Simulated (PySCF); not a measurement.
Species: C3H7AlFN.
SMILES: `FCCC#[N+][AlH3-]`

Torsions of this conformer, `[F:1][CH2:2][CH2:3][C:4]#[N+:5][AlH3-:6]`: F1–C2–C3–C4 180°.

The closed-shell ground state was solved at several levels (PySCF, density fitting, gas phase, non-relativistic). Geometry: PBE0-D3(BJ)/def2-SVP, one conformer, isolated molecule.

| level | basis functions | HOMO (eV) | LUMO (eV) | gap (eV) | dipole (D) |
| --- | --- | --- | --- | --- | --- |
| PBE0/6-31G* | 102 | -7.23 | -0.97 | 6.26 | 6.72 |
| B97-D/pcSseg-1 | 144 | -6.09 | -2.19 | 3.90 | 6.50 |
| B3LYP/6-31G* | 102 | -7.01 | -1.19 | 5.82 | 6.72 |
| PBE/pcSseg-1 | 144 | -6.09 | -2.24 | 3.85 | 6.44 |
| PBE0/cc-pVTZ | 282 | -7.28 | -1.17 | 6.11 | 6.67 |
| PBE0/def2-TZVP | 234 | -7.28 | -1.21 | 6.07 | 6.63 |
| B3LYP/def2-TZVP | 234 | -7.10 | -1.47 | 5.63 | 6.58 |

Task: What might PBE0/pcSseg-2 (321 basis functions) give for the same quantities?

Result: HOMO -7.29 eV, LUMO -1.25 eV, gap 6.04 eV, dipole 6.62 D.

Task: Over all these levels, which gives the widest orbital gap and which the narrowest?

Result: PBE0/6-31G* (global hybrid, 25 % exact exchange) has the widest, 6.26 eV, and PBE/pcSseg-1 (GGA) the narrowest, 3.85 eV. Functional and basis both differ between the two, so the spread mixes both effects.

Task: How much does the basis alone move the frontier levels among the 4 PBE0 rows (the withheld one included)?

Result: The HOMO by 0.06 eV and the LUMO by 0.28 eV. By rising basis size (HOMO, LUMO in eV): 6-31G* -7.23, -0.97; def2-TZVP -7.28, -1.21; cc-pVTZ -7.28, -1.17; pcSseg-2 -7.29, -1.25.

Task: How far do the dipole and the HOMO energy spread over the levels?

Result: The dipole runs from 6.44 to 6.72 D (mean 6.61 D) and the HOMO from -7.29 to -6.09 eV.
